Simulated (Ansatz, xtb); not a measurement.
Two isomers of C2H5BO2

Structure a is `BOC(C)=O`, a singlet and structure b is `C=CB(O)O`, a singlet. Both are isolated molecules in the gas phase, relaxed with PBE0-D4/def2-SVP; the shapes shown needn't be the lowest conformers.

a (Å):

```xyz
10

C     0.5214   -0.2842   -0.0120
C     0.0367   -1.3706    0.8938
B    -0.4098    1.7381   -0.9354
O    -0.2942    0.8216    0.0692
O     1.4941   -0.3138   -0.7009
H    -1.0686    2.7138   -0.6748
H     0.0936    1.5322   -2.0106
H    -0.0079   -0.9940    1.9264
H     0.7056   -2.2356    0.8326
H    -0.9879   -1.6583    0.6145
```

b (Å):

```xyz
10

C    -0.3081   -0.5842   -1.9311
C    -0.3114    0.4516   -1.0833
B    -0.1922    0.2799    0.4640
O    -0.0831   -0.9837    0.9739
O    -0.2031    1.4102    1.2321
H    -0.3916   -0.4582   -3.0162
H    -0.2202   -1.6118   -1.5620
H    -0.4010    1.4659   -1.4909
H    -0.0121   -1.0374    1.9306
H    -0.1275    1.2644    2.1795
```

Q: Which of the two would you expect CCSD(T)/def2-SVP + ΔMP2/def2-TZVPP electronic energies to favour?

A: Structure b; the calculation gives E(b) − E(a) = −1.670 eV.

The same difference at several levels:

| level | geometry | E(b) − E(a) (eV) | departure from the last row (eV) | job, with rough time for the two |
| --- | --- | --- | --- | --- |
| GFN2-xTB | GFN2-xTB | +0.142 | +1.812 | optimisation, 0.25 s |
| HF/STO-3G | GFN2-xTB | −0.562 | +1.108 | single point, 0.26 s |
| r2SCAN-D4/def2-SVP | GFN2-xTB | −1.456 | +0.214 | single point, 3.1 s |
| PBE0-D4/def2-SVP | PBE0-D4/def2-SVP | −1.433 | +0.237 | optimisation, 30 s |
| HF/def2-SVP | PBE0-D4/def2-SVP | −1.417 | +0.253 | part of the CCSD(T) run |
| MP2/def2-SVP | PBE0-D4/def2-SVP | −1.495 | +0.175 | part of the CCSD(T) run |
| CCSD(T)/def2-SVP | PBE0-D4/def2-SVP | −1.466 | +0.204 | single point |
| CCSD(T)/def2-SVP + ΔMP2/def2-TZVPP | PBE0-D4/def2-SVP | −1.670 |  | single point, 25 s |

As drawn, b has 1 C=C, 1 C–B, 1 B–O, 2 O–H in place of 1 C–O, 1 C–C, 1 C=O, 2 B–H.

GFN2-xTB puts the two in the other order. The largest departure from CCSD(T)/def2-SVP + ΔMP2/def2-TZVPP is that of GFN2-xTB, 1.812 eV. The last row adds to CCSD(T) the change of the MP2 difference between the two basis sets, here −0.204 eV, a large step that makes the value less sure.

With harmonic frequencies from PBE0-D4/def2-SVP (ideal gas, rigid rotor, one conformer each, 298.15 K, 1 atm): on the last row, ΔE + ΔZPE = −1.565, ΔH = −1.570, ΔG = −1.554 eV.

The correlated steps freeze 5 core orbitals. Mirror images aren't counted in ΔG. Run with Ansatz 0.2.0, xtb 6.7.1; the last row on 2 threads of Arm Neoverse V1 on a shared host.
